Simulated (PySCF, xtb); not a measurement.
C₃H₂O, SMILES c1c(=O)c1.

xtb with GFN2-xTB at its own geometry gives an orbital gap of 3.22 eV and a dipole moment of 3.97 D.

Geometry: B3LYP-D3(BJ)/def2-SVP.

What does PBE/def2-TZVPD (PySCF) give? (The exact figures need the calculation; the answer reports its results.)

gap 3.27 eV (levels -5.63 and -2.36 eV), dipole 4.03 D.
